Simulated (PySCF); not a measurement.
CH8GeN2.
Bonds: C1–N2, N2–Ge3, Ge3–N4. Hydrogens: H5, H6, H7 on C1; H8 on N2; H9, H10 on Ge3; H11, H12 on N4.

Method used: PBE0-D3(BJ)/def2-SVP geometry optimisation, gas phase (PySCF 2.14.0).

**Question.** Give the optimised bond lengths and angles.

**Answer.** 
```json
{"bond": "C1–N2", "length (Å)": "1.443"}
{"bond": "N2–Ge3", "length (Å)": "1.823"}
{"bond": "Ge3–N4", "length (Å)": "1.839"}
{"bond": "C1–H5, C1–H6, C1–H7", "length (Å)": "1.105"}
{"bond": "N2–H8", "length (Å)": "1.014"}
{"bond": "Ge3–H9, Ge3–H10", "length (Å)": "1.543"}
{"bond": "N4–H11, N4–H12", "length (Å)": "1.016"}
```

Bonds in one row agree within 0.01 Å and their mean is given. A selection of angles:
```json
{"angle": "N2–C1–H5", "degrees": "110.9"}
{"angle": "N2–C1–H6", "degrees": "109.8"}
{"angle": "N2–C1–H7", "degrees": "114.8"}
{"angle": "H5–C1–H6", "degrees": "106.5"}
{"angle": "C1–N2–Ge3", "degrees": "121.6"}
{"angle": "C1–N2–H8", "degrees": "113.7"}
{"angle": "Ge3–N2–H8", "degrees": "115.2"}
{"angle": "N2–Ge3–N4", "degrees": "110.9"}
{"angle": "N2–Ge3–H9", "degrees": "104.7"}
{"angle": "N2–Ge3–H10", "degrees": "109.8"}
{"angle": "N4–Ge3–H9", "degrees": "115.2"}
{"angle": "N4–Ge3–H10", "degrees": "104.3"}
{"angle": "H9–Ge3–H10", "degrees": "112.0"}
{"angle": "Ge3–N4–H11", "degrees": "115.1"}
{"angle": "H11–N4–H12", "degrees": "108.8"}
```

Dihedral angles: C1–N2–Ge3–N4 49° (synclinal). The mirror-image conformer, all signs reversed, is as good.

Ge3 (germanium bonded to 2 N and 2 H) is distorted tetrahedral (angles from 104.3° to 115.2°). N4 (nitrogen bonded to Ge and 2 H) is pyramidal (angles 116.3°, 115.1° and 108.8°, sum 340.3°, 0.31 Å off the plane of its three neighbours). N2 (nitrogen bonded to C, Ge and H) has angles 121.6°, 115.2° and 113.7°, sum 350.5°, 0.24 Å off the plane of its three neighbours.

Point group: C1 (no symmetry element, even within 0.4 Å). PBE0-D3(BJ)/def2-SVP frequencies: not computed here. One conformer, not necessarily the lowest (C1–N2–Ge3–N4 49°, N2–Ge3–N4–H -155° and 76°).
